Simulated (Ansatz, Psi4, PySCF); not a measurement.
hydrogen fluoride, charge +1, doublet, at a GFN2-xTB geometry (a state made from the parent by changing its charge; the spin is typed, not shown lowest). Base run: CCSD(T)/6-31G** (PySCF).

The PySCF input:
```python
from pyscf import gto, scf, cc

mol = gto.M(
    atom='''
F    -0.00000000   -0.00000000   -0.10443316
H     0.00000000    0.00000000    0.93989843
''',
    basis='6-31g**',
    charge=1,
    spin=1,
    verbose=4,
)

mf = scf.UHF(mol)
mf.kernel()

mycc = cc.CCSD(mf)
mycc.kernel()
et = mycc.ccsd_t()
print('E(CCSD(T)) = %.10f' % (mycc.e_tot + et))
```

The same geometry, method and basis name were run in Ansatz (a first-principles code) and Psi4 and PySCF, at each program's defaults and at the settings that a row names. The base is PySCF at its defaults. Differences at the defaults can come from grids, fitting, cores and function types together.

| code and settings | ΔE vs base (µEh) | basis functions | E (Eh) | SCF cycles |
|---|---|---|---|---|
| PySCF, defaults (exact integrals, spherical functions, all electrons correlated) | 0.0 | 19 | -99.63722 | 9 |
| Psi4, defaults (exact integrals, Cartesian functions, all electrons correlated) | -3660 | 20 | -99.64088 | 11 |
| Ansatz, defaults (factorised integrals, Cartesian functions, frozen core) | -1964 | 20 | -99.63918 | - |
| PySCF, frozen core | 1211 | 19 | -99.63601 | 9 |
| Psi4, exact integrals, spherical functions, frozen core | 1211 | 19 | -99.63601 | 11 |
| Ansatz, high accuracy, frozen core, Cartesian functions as the basis file defines them | -1965 | 20 | -99.63918 | - |

Open shells are given as the SCF converged; they aren't shown to be the lowest states, and a large step between rows can be another state.
